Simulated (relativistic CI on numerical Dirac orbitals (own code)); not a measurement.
Slater and spin-orbit integrals, Lu17+

These numbers are calculated, not measured: Dirac-Coulomb-Breit CI, KLI orbitals optimised for each configuration, a model potential for QED, unscaled Slater integrals (own radial code, finite nucleus).

Slater integrals F^k, G^k are unscaled and averaged over j, outside the closed core [Ar] 3d10 4p6 4d10; ζ comes from projecting the Hamiltonian with its Breit term on Σ l·s of the shell.

- 4s2 4f8: F^2(4f,4f) = 185740, F^4(4f,4f) = 119350, F^6(4f,4f) = 86717, ζ(4f) = 4446 cm⁻¹; <r>(4f) = 0.5458, <r^2>(4f) = 0.3496 (bohr units).
- 4s2 4f7 5s: F^2(4f,4f) = 188520, F^4(4f,4f) = 121250, F^6(4f,4f) = 88134, ζ(4f) = 4603, G^3(4f,5s) = 33028 cm⁻¹; <r>(4f) = 0.5391, <r^2>(4f) = 0.3408, <r>(5s) = 0.9443, <r^2>(5s) = 0.9923 (bohr units).
- 4s2 4f6 5s2: F^2(4f,4f) = 191570, F^4(4f,4f) = 123340, F^6(4f,4f) = 89702, ζ(4f) = 4762.3 cm⁻¹; <r>(4f) = 0.532, <r^2>(4f) = 0.3313 (bohr units).

Averages of the first 5 configurations, taken without configuration mixing, which lowers the lowest level and can move excited configurations by several eV; other configurations of the list can lie among them:

```
Configuration  Parity  States  Average energy above the lowest level (eV)
      4s2 4f8    even    3003                                        16.6
   4s2 4f7 5s     odd    6864                                        30.3
  4s2 4f6 5s2    even    3003                                        51.2
   4s2 4f7 6s     odd    6864                                       196.1
         4f10    even    1001                                      1053.7
```
